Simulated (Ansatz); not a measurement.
Species: AsH₃, charge 1, doublet. AsH3+ (parent SMILES [AsH3], doublet).
B3LYP-D3(BJ)/def2-TZVP minimum from Ansatz (a quantum-chemistry and plane-wave program):
```
As
H 1 1.5002
H 1 1.5002 2 112.11
H 1 1.5002 2 112.11 3 -127.13
```
Charge +1, spin multiplicity 2.

Hartree-Fock and CCSD correlation energies in hartree (Ansatz). Radicals and triplets start from unrestricted determinants; spin-orbit coupling is neglected. Cores are frozen in correlated methods (noble-gas shells, and filled d and f shells in the p block). No relativity. The spin of H3As+ (parent SMILES [AsH3], doublet) was assumed, and the state is the lowest solution found for it.

| basis | X | E(HF) | E(corr, CCSD) |
|---|---|---|---|
| cc-pVTZ | 3 | -2235.66101 | -0.14619 |
| cc-pVQZ | 4 | -2235.66480 | -0.15333 |
| cc-pV5Z | 5 | -2235.66529 | withheld |

Question: Fit E(corr) = E∞ + A/X³ to X = 3 and 4, predict X = 5, and compare with the run.

Answer: A = (-0.14619 - (-0.15333))/(1/27 - 1/64) = 0.3335; E∞ = -0.15333 - A/64 = -0.15854; at X = 5, E∞ + A/125 = -0.15587. The run gave -0.15563, 0.24 mEh above the prediction. The same form on X = 4 and 5 gives E∞ = -0.15804, 0.50 mEh above the first estimate.
